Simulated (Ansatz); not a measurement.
Program: Ansatz. Geometries: PBE0-D4/def2-TZVP. ΔE: electronic, gas phase. CCSD(T)/CBS is the MP2 limit (def2-TZVPP, def2-QZVPP) plus CCSD(T) − MP2 in def2-TZVPP, frozen cores. This one scheme is used for every species. Functionals use def2-TZVPP. Each species was taken in one conformer, which may not be the lowest.

Reaction (ligand exchange at the Si–N bond): `NC[SiH2][NH][AlH2]` + H–F → `NC[SiH2]F` + `[NH2][AlH2]`

`NC[SiH2][NH][AlH2]`:

```xyz
14

N    -1.889    0.458    1.809
C    -1.207   -0.405    0.851
Si    0.520    0.273    0.528
N     1.356   -0.573   -0.729
Al    1.736   -0.044   -2.386
H    -2.801    0.094    2.055
H    -2.031    1.383    1.424
H    -1.734   -0.552   -0.106
H    -1.092   -1.401    1.294
H     0.386    1.690    0.085
H     1.290    0.231    1.801
H     1.688   -1.493   -0.466
H     1.235    1.383   -2.846
H     2.545   -1.043   -3.312
```

H–F:

```xyz
2

F     0.222    0.376   -0.145
H    -0.222   -0.376    0.145
```

`NC[SiH2]F`:

Z-matrix (Å, degrees):
```
C
Si 1 1.870
N 1 1.462 2 105.0
H 1 1.099 2 112.8 3 126.6
H 1 1.094 2 107.8 3 -115.9
F 2 1.606 1 110.6 3 -170.3
H 2 1.482 1 110.9 3 70.1
H 2 1.487 1 109.6 3 -51.9
H 3 1.011 1 111.1 2 73.7
H 3 1.011 1 111.9 2 -166.2
```

`[NH2][AlH2]`:

```xyz
6

N    -0.764    0.518    0.164
Al    0.675   -0.457   -0.145
H    -0.835    1.509   -0.002
H    -1.632    0.163    0.532
H     1.954    0.273   -0.727
H     0.604   -2.006    0.177
```

```
             species  PBE-D4 energy (Eh)
`NC[SiH2][NH][AlH2]`          -684.58879
                 H–F          -100.39347
         `NC[SiH2]F`          -485.58313
       `[NH2][AlH2]`          -299.42827
```

(1) Work out ΔE.

Largest T1 diagnostic among the species: 0.011.

## Answers

(1) ΔE = (-485.58313) + (-299.42827) − (-684.58879) − (-100.39347) = -0.02914 Eh = -76.5 kJ/mol. CCSD(T)/CBS gives -77.1 kJ/mol.

In def2-TZVPP, CCSD(T) changes the Hartree–Fock value by +21.1 kJ/mol (the triples alone add +3.3 kJ/mol) and MP2 by +22.9 kJ/mol. The D4 term adds +10.9 kJ/mol with B3LYP and +6.2 kJ/mol with PBE0; it sums over pairs of atoms, weighted by their polarisabilities, and B3LYP, whose exchange is more repulsive, gets the larger term.

B3LYP here is the variant with VWN-RPA as its local correlation; programs differ in this.
